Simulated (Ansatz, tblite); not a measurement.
Spin states of Ta5⁺, each relaxed with PBE-D4/def2-SVP in Ansatz. Electronic energies in the gas phase.

In the def2 sets Ta takes a core potential; there is no spin–orbit coupling. The xTB rows come from tblite. The structure comes from a short search, and lower isomers may exist.

Singlet geometry (C2v within 0.1 Å):

Cartesian coordinates in Å:
```
Ta -0.1394 -0.1222 -1.5699
Ta -1.9729 -0.5243 0.1479
Ta -0.2715 1.1196 1.0829
Ta 0.5380 -1.3060 0.6367
Ta 1.8458 0.8328 -0.2976
```

Triplet geometry (D3h within 0.1 Å):

Cartesian coordinates in Å:
```
Ta 0.147 -1.148 1.038
Ta -0.702 1.253 1.485
Ta -1.334 0.177 -0.779
Ta 1.186 0.971 -0.259
Ta 0.702 -1.253 -1.485
```

Quintet geometry (C2v within 0.1 Å):

Cartesian coordinates in Å:
```
Ta -1.471 0.066 0.565
Ta -0.635 0.502 -1.852
Ta 0.695 -1.326 -0.675
Ta 0.702 1.401 0.182
Ta 0.709 -0.642 1.780
```

⟨S²⟩: triplet 2.16 at PBE0-D4/def2-TZVP (pure 2.00), quintet 6.12 at PBE0-D4/def2-TZVP (pure 6.00).

Run but left out: HF/def2-TZVP, r2SCAN-D4/def2-TZVP, PBE-QIDH/def2-TZVP, MP2/def2-TZVP (singlet: restricted singlet, unstable towards broken spin symmetry).

Only these spin states were relaxed. Higher spins weren't run and may lie lower. The triplet has other bonds than the singlet, so the gap mixes isomer and spin.

(1) Estimate which spin state lies lowest at each of these levels, and by how much: GFN1-xTB; GFN2-xTB; PBE-D4/def2-TZVP; r2SCANh-D4/def2-TZVP; PBE0-D4/def2-TZVP.

Answers

(1) 
| level | triplet − singlet (kcal/mol) | quintet − singlet (kcal/mol) | lowest of these | remarks |
| --- | --- | --- | --- | --- |
| GFN1-xTB | -2.3 | 36.0 | triplet | – |
| GFN2-xTB | 46.7 | 152.1 | singlet | – |
| PBE-D4/def2-TZVP | 0.0 | 21.8 | tie | – |
| r2SCANh-D4/def2-TZVP | -6.6 | 10.0 | triplet | spin-contaminated (⟨S²⟩ 2.22) (triplet), spin-contaminated (⟨S²⟩ 6.18) (quintet) |
| PBE0-D4/def2-TZVP | -3.4 | 15.6 | triplet | spin-contaminated (⟨S²⟩ 2.16) (triplet) |

Change of the quintet − singlet gap on mixing in exact exchange, in kcal/mol: PBE to PBE0 (25 % exact exchange) -6.2. The xTB methods have no term that favours high spin, so they put low spin too low.
